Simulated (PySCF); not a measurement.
BeF, SMILES [Be][F], multiplicity 2. Atoms are numbered in the order given.

```xyz
2

Be     0.0000     0.0000    -0.9509
F      0.0000     0.0000     0.4226
```
Charge 0, spin multiplicity 2.

The structure is a stationary point at r2SCAN-D4/def2-TZVPD. The multiplicity is an assumed one; other spin states were not compared.

Method: r2SCAN/def2-TZVPD (PySCF).

Mulliken values depend strongly on the basis, most of all with diffuse functions as here. ESP charges are fitted to the potential on shells at 1.4 to 2.0 van der Waals radii. Atomic charges (e):

| atom | meta-Löwdin | ESP fit | Mulliken | Mulliken spin |
|---|---|---|---|---|
| Be1 | ___ | 0.23 | 0.09 | 1.01 |
| F2 | ___ | -0.23 | -0.09 | -0.01 |

Problem. Some entries are withheld; supply them. (The exact figures need the calculation; the answer reports its results.)

Solution. 
- Be1, meta-Löwdin: 0.87
- F2, meta-Löwdin: -0.87
